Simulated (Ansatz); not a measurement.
# The HOMO–LUMO gap down a group: O to Te

Gas-phase molecules, one atom swapped for its congeners: H2O `O`; H2S (hydrogen sulfide) `S`; H2Se (hydrogen selenide) `[SeH2]`; H2Te (hydrogen telluride) `[TeH2]`. All are singlets with charge 0.

Shapes, held fixed at every level: PBE0-D4/def2-TZVP. Programs: Ansatz 0.2.0. Values in eV.

```
                level    H2O   H2Se   H2Te
 r2SCAN-D4/def2-TZVPP   8.33   5.68   4.48
  BHLYP-D4/def2-TZVPP  12.15   9.15   7.62
   PBE0-D4/def2-TZVPP   9.75   7.21   5.89
r2SCAN0-D4/def2-TZVPP  10.70   7.59   6.19
   wB97X-V/def2-TZVPP  14.31  11.73  10.18
   wB97M-V/def2-TZVPP  13.73  11.39   9.88
```

Estimate the column for H2S from its neighbours.

The mean of the neighbours at wB97M-V/def2-TZVPP is 12.56 eV, against 12.17 from the run: the member lies nearer Se. All rows: r2SCAN-D4/def2-TZVPP 6.43; BHLYP-D4/def2-TZVPP 10.09; PBE0-D4/def2-TZVPP 8.09; r2SCAN0-D4/def2-TZVPP 8.51; wB97X-V/def2-TZVPP 12.71; wB97M-V/def2-TZVPP 12.17 eV. At wB97M-V/def2-TZVPP the HOMO–LUMO gap falls at every step, from 13.73 to 9.88 eV. Every level shows the same order. For atoms past krypton def2 sets carry core potentials with scalar relativity. Relativity is left out for Se. Orbital gaps aren't excitation energies, and the LUMO depends on the basis.
